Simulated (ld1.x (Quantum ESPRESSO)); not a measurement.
## Configuration tests for Cs (PAW)

Cs (Z = 55), PAW, made with ld1.x (Quantum ESPRESSO) 7.5 (PBE, fully relativistic). Core [Kr] 4d10, reference 5s2 5p6 5d0 6s0.5 6p0.5. Waves: 5s (bound): rcut 2.40, rcutus 2.55 bohr; 6s (bound): rcut 2.40, rcutus 2.55 bohr; 5p (bound): rcut 3.40, rcutus 3.60 bohr; 6p (bound): rcut 3.40, rcutus 3.60 bohr; 5d (bound, empty): rcut 3.25, rcutus 3.65 bohr; 5d channel at 1.7 Ry: rcut 3.25, rcutus 3.65 bohr. Local part: all-electron potential smoothed inside 2.35 bohr (lloc = -2). Core correction: Bessel-smoothed model core inside 2.60 bohr. Augmentation charge: BESSEL, radius 2.75 bohr.

Open shells are filled in proportion to 2j + 1 (rel_dist='average').

Energies are relative to the spin-unpolarised reference configuration 5s2 5p6 5d0 6s0.5 6p0.5; without spin polarisation the order of configurations can differ from experiment. Not all tests gave a result: test run stopped at test 5 of 7 (negative norm?).

Give the all-electron excitation energy and the error of the potential for: 5s2 5p6 5d0 6s1 6p0; 5s2 5p6 5d0 6s0 6p0; 5s2 5p6 5d0 6s0.5 6p0; 5s2 5p6 5d1 6s0 6p0.

| valence configuration | charge | ΔE all-electron (eV) | error AE − PS (meV) |
| --- | --- | --- | --- |
| 5s2 5p6 5d0 6s1 6p0 | 0 | -0.678 | +0.4 |
| 5s2 5p6 5d0 6s0 6p0 | +1 | 3.185 | +0.2 |
| 5s2 5p6 5d0 6s0.5 6p0 | +0.5 | 0.793 | 0.0 |
| 5s2 5p6 5d1 6s0 6p0 | 0 | 0.994 | +0.4 |

Levels in the configuration 5s2 5p6 5d0 6s0 6p0:

```tsv
level	all-electron (eV)	pseudo (eV)
5s j=1/2	-31.901	-31.891
5p j=1/2	-19.803	-19.798
5p j=3/2	-18.156	-18.151
```

The ghost test of this file was not conclusive.
